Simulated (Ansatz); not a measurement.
Consider the formal exchange of groups at a C–C bond: `CC[SiH](F)Br` + `FC[SiH](F)Cl` → `C[C@H](F)[Si@H](F)Cl` + `C[SiH](F)Br`.

Computed with Ansatz on PBE0-D4/def2-TZVP structures; ΔE is electronic, products minus reactants. CCSD(T)/CBS is the MP2 limit (def2-TZVPP, def2-QZVPP) plus CCSD(T) − MP2 in def2-TZVPP, frozen cores. Functionals use def2-TZVPP. For Br outer-core shells are correlated without core-valence functions, which leaves a few kJ/mol of doubt a bond. Scalar relativity is left out up to krypton. One conformer a species, not always the lowest.

`CC[SiH](F)Br`:

```xyz
11

C    -0.534   -0.197   -1.362
C    -0.489   -0.470    0.142
Si    0.782    0.549    1.023
F     2.228    0.227    0.428
Br    0.813    0.051    3.179
H    -1.299   -0.806   -1.847
H     0.422   -0.427   -1.837
H    -0.765    0.850   -1.574
H    -1.458   -0.261    0.608
H    -0.274   -1.524    0.344
H     0.573    2.008    0.897
```

`FC[SiH](F)Cl`:

Z-matrix (Å, degrees):
```
C
Si 1 1.876
F 1 1.388 2 109.9
H 1 1.095 2 110.6 3 -120.0
H 1 1.095 2 110.9 3 120.3
Cl 2 2.040 1 107.1 3 175.9
F 2 1.588 1 109.6 3 -66.4
H 2 1.475 1 113.6 3 54.7
```

`C[C@H](F)[Si@H](F)Cl`:

Cartesian coordinates in Å:
```
C 0.507 -0.329 -1.327
C -0.208 0.556 -0.334
F 0.467 1.777 -0.228
Si -0.280 -0.175 1.402
F -1.003 -1.592 1.301
Cl -1.374 1.021 2.631
H 1.523 -0.557 -0.998
H 0.563 0.164 -2.301
H -0.036 -1.270 -1.448
H -1.222 0.780 -0.685
H 1.061 -0.375 1.987
```

`C[SiH](F)Br`:

```xyz
8

C    -0.606    0.734   -0.371
Si    0.424   -0.566    0.437
F    -0.466   -1.863    0.699
Br    2.095   -1.155   -0.888
H    -1.446    1.003    0.274
H    -0.008    1.629   -0.557
H    -0.998    0.376   -1.325
H     1.004   -0.157    1.732
```

```
             level  ΔE (kcal/mol)  difference from CCSD(T)/CBS
            PBE-D4           -5.9                          0.0
           PBE0-D4           -5.8                          0.1
           ωB97X-V           -6.1                         -0.2
               PBE           -5.8                          0.1
            r2SCAN           -6.6                         -0.7
     HF/def2-TZVPP           -5.3                          0.6
SCS-MP2/def2-TZVPP           -5.5                          0.4
     HF/def2-QZVPP           -5.2                          0.7
    MP2/def2-QZVPP           -5.8                          0.1
     MP2/CBS(def2)           -5.9                          0.0
       CCSD(T)/CBS           -5.9                            0
```

Largest T1 diagnostic among the species: 0.011.
